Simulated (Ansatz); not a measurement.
# Nudged elastic band run: BFHOSi, charge -1

Input:

```yaml
crystal:
  periodic: [false, false, false]
  atoms:
    - { symbol: B, position_ang: [-0.607066, 1.180792, 0.121456] }
    - { symbol: Si, position_ang: [0.115204, -0.605867, 0.0006] }
    - { symbol: O, position_ang: [-0.510329, -1.95704, -0.387734] }
    - { symbol: F, position_ang: [1.444632, -0.682181, 0.947711] }
    - { symbol: H, position_ang: [-0.442432, 2.064287, -0.682034] }
total_charge: -1
basis:
  gaussian: { orbitals: def2-TZVP }
hamiltonian:
  xc: pbe0
  dispersion: d4
neb:
  order_check: false
  images: 7
  f_tol: 0.05
  max_iterations: 60
  initial_path: idpp
  final_atoms:
    - { symbol: B, position_ang: [-0.10996732, 1.17935155, -0.61210195] }
    - { symbol: Si, position_ang: [0.03884618, -0.60773036, 0.10390309] }
    - { symbol: O, position_ang: [-0.54422509, -1.96331937, -0.33181837] }
    - { symbol: F, position_ang: [1.40403093, -0.67534746, 0.99888402] }
    - { symbol: H, position_ang: [-0.7886757, 2.06703665, -0.15886779] }
```

Command:

```bash
$ ansatz run input.yaml --threads 2 --pin off --max-ram 3072MiB --backend cpu --events-out ev --progress --plain --runs-dir out
```

Output, in part (warnings, iteration lines, the closing report on the highest movable image, with atoms numbered from 0):

```
NEB end point (image 0): max|allowed force component| = 4.630e-3 eV/Å (the criterion of neb.relax_end_points is 1.000e-2)
NEB end point (image 8): max|allowed force component| = 1.191e-2 eV/Å (the criterion of neb.relax_end_points is 1.000e-2)
NEB iter   1: max|band force component| = 1.289e0 eV/Å  barrier→ = 0.1367 eV  barrier← = 0.1366 eV  Δτ_max = 0.0871 Å  (337 SCF iters)
NEB iter   2: max|band force component| = 6.410e-1 eV/Å  barrier→ = 0.1139 eV  barrier← = 0.1138 eV  Δτ_max = 0.2000 Å  (252 SCF iters)
NEB iter   3: max|band force component| = 6.375e0 eV/Å  barrier→ = 0.7295 eV  barrier← = 0.7294 eV  Δτ_max = 0.1015 Å  (287 SCF iters)
NEB iter   4: max|band force component| = 1.805e0 eV/Å  barrier→ = 0.1953 eV  barrier← = 0.1952 eV  Δτ_max = 0.1998 Å  (272 SCF iters)
NEB iter   5: max|band force component| = 7.013e0 eV/Å  barrier→ = 0.8746 eV  barrier← = 0.8745 eV  Δτ_max = 0.0920 Å  (287 SCF iters)
NEB iter   6: max|band force component| = 2.646e0 eV/Å  barrier→ = 0.2376 eV  barrier← = 0.2375 eV  Δτ_max = 0.2000 Å  (273 SCF iters)
NEB iter   7: max|band force component| = 5.672e0 eV/Å  barrier→ = 1.2142 eV  barrier← = 1.2141 eV  Δτ_max = 0.0985 Å  (274 SCF iters)
NEB iter   8: max|band force component| = 2.268e0 eV/Å  barrier→ = 0.3805 eV  barrier← = 0.3804 eV  Δτ_max = 0.1964 Å  (275 SCF iters)
NEB iter   9: max|band force component| = 8.782e0 eV/Å  barrier→ = 1.0891 eV  barrier← = 1.0890 eV  Δτ_max = 0.1010 Å  (283 SCF iters)
NEB iter  10: max|band force component| = 2.083e0 eV/Å  barrier→ = 0.1921 eV  barrier← = 0.1920 eV  Δτ_max = 0.1897 Å  (287 SCF iters)
NEB iter  11: max|band force component| = 1.480e0 eV/Å  barrier→ = 0.1549 eV  barrier← = 0.1548 eV  Δτ_max = 0.1799 Å  (282 SCF iters)
NEB iter  12: max|band force component| = 5.992e-1 eV/Å  barrier→ = 0.1650 eV  barrier← = 0.1649 eV  Δτ_max = 0.1112 Å  (269 SCF iters)
NEB iter  13: max|band force component| = 7.257e-1 eV/Å  barrier→ = 0.1065 eV  barrier← = 0.1064 eV  Δτ_max = 0.0299 Å  (260 SCF iters)
NEB iter  14: max|band force component| = 3.701e-1 eV/Å  barrier→ = 0.1056 eV  barrier← = 0.1055 eV  CI = image 4  Δτ_max = 0.0278 Å  (268 SCF iters)
NEB iter  15: max|band force component| = 1.706e-1 eV/Å  barrier→ = 0.1081 eV  barrier← = 0.1080 eV  CI = image 4  Δτ_max = 0.0547 Å  (246 SCF iters)
NEB iter  16: max|band force component| = 6.873e-1 eV/Å  barrier→ = 0.1158 eV  barrier← = 0.1157 eV  CI = image 3  Δτ_max = 0.0279 Å  (252 SCF iters)
NEB iter  17: max|band force component| = 2.798e-1 eV/Å  barrier→ = 0.1050 eV  barrier← = 0.1049 eV  CI = image 4  Δτ_max = 0.0266 Å  (267 SCF iters)
NEB iter  18: max|band force component| = 3.575e-2 eV/Å  barrier→ = 0.1051 eV  barrier← = 0.1050 eV  CI = image 4  Δτ_max = 0.0000 Å  (541 SCF iters)
Total energy: -13328.37953851 eV, -489.8089137401 hartree
Atom 0 at    -0.199664     1.087424    -0.447415 Å, force     0.021053    -0.008970     0.001532 eV/Å
Atom 1 at     0.013428    -0.634015     0.170560 Å, force    -0.032051     0.024307    -0.022237 eV/Å
Atom 2 at    -0.709607    -1.967107    -0.103031 Å, force     0.012568    -0.014608     0.012542 eV/Å
Atom 3 at     1.262583    -0.679691     1.217564 Å, force     0.005291    -0.007921     0.005222 eV/Å
Atom 4 at    -0.366731     2.193381    -0.837678 Å, force    -0.006862     0.007192     0.002941 eV/Å
Dipole moment:     0.357206     0.052500     0.297610 e Å
```

It converged. A vibrational analysis at the climbing image gives one clearly imaginary mode, 303i cm⁻¹: a first-order saddle point. Limits of this set-up: an anion without diffuse functions, the dipole of an ion depends on the origin.

Final band (atoms are numbered from 1 in the order of the input):

| image | path coordinate (Å) | energy (eV) | angle H5–B1–Si2 (°) |
| --- | --- | --- | --- |
| 0 | 0.00 | 0.000 | 126 |
| 1 | 0.15 | 0.016 | 138 |
| 2 | 0.31 | 0.054 | 152 |
| 3 | 0.46 | 0.092 | 166 |
| 4 | 0.61 | 0.105 | 179 |
| 5 | 0.76 | 0.088 | 164 |
| 6 | 0.91 | 0.051 | 151 |
| 7 | 1.05 | 0.014 | 137 |
| 8 | 1.20 | 0.000 | 126 |

Time of the run: 4.3 min on 2 threads of Arm Neoverse V1, with other jobs on the host, peak memory 0.23 GiB.
